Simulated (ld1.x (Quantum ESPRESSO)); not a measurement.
**What one change does to a pseudopotential (Ne (Z = 10), RRKJ)**

- Element: neon
- Generator: ld1.x (Quantum ESPRESSO) 7.5
- Type: norm-conserving RRKJ (Kleinman–Bylander form)
- Functional: PBE
- Relativity: scalar-relativistic
- Frozen core: [He]
- Valence charge: 8
- Reference configuration: 2s2 2p5 (charge +1)
- Partial waves: 2s (bound): rc 0.70 bohr; 2p (bound): rc 1.20 bohr
- Local potential: all-electron potential smoothed inside 0.70 bohr (lloc = -1)
- Core correction: Bessel-smoothed model core, default radius (core density twice the valence density)
- rho0: 0.01

Change: all radii but the core radius scaled by about 1.22 (s 0.86, p 1.46 bohr); local potential all-electron potential smoothed inside 0.86 bohr (lloc = -1).

Cutoffs: the cutoffs (Ry, on a coarse ladder) from which the occupation-weighted sum of valence levels, in a spherical-Bessel basis at the reference potential, stays within 10 and 1 mRy of its value at 400 Ry; they do not see the model core or the augmentation charge, which bear on the density cutoff. Errors are all-electron minus pseudo energies relative to the spin-unpolarised reference configuration.

Question: Predict the effect on cutoff, ghosts and configuration errors.

Answer: The potential gets softer (200 Ry and 260 Ry → 180 Ry and 200 Ry); of the 6 tests that both files solve, the error grows in 5 and shrinks in 0 by more than 15 % and 0.3 meV (median size 44.1 → 110.0 meV); neither file shows a bound ghost. A larger radius leaves more room for a smooth pseudo-wave, so fewer plane waves are needed. More of the atom is replaced by a form fitted at one configuration, so other configurations suffer.

| quantity | base | changed |
| --- | --- | --- |
| cutoff, loose | 200 Ry | 180 Ry |
| cutoff, tight | 260 Ry | 200 Ry |
| loose cutoff by channel (10 mRy a level) | s 200 Ry, p 80 Ry | s 160 Ry, p 55 Ry |
| bound ghosts | none | none |
| error for 2s2 2p6, meV [ΔE -22.48 eV] | +14 | +45 |
| error for 2s2 2p4, meV [ΔE 43.27 eV] | +61 | +175 |
| error for 2s2 2p3, meV [ΔE 110.70 eV] | +436 | +1119 |
| error for 2s1 2p6, meV [ΔE 23.41 eV] | +27 | +24 |
| error for 2s2 2p5.5, meV [ΔE -13.61 eV] | +6.1 | +18 |
| error for 2s2 2p2, meV [ΔE 205.33 eV] | +1547 | +3668 |
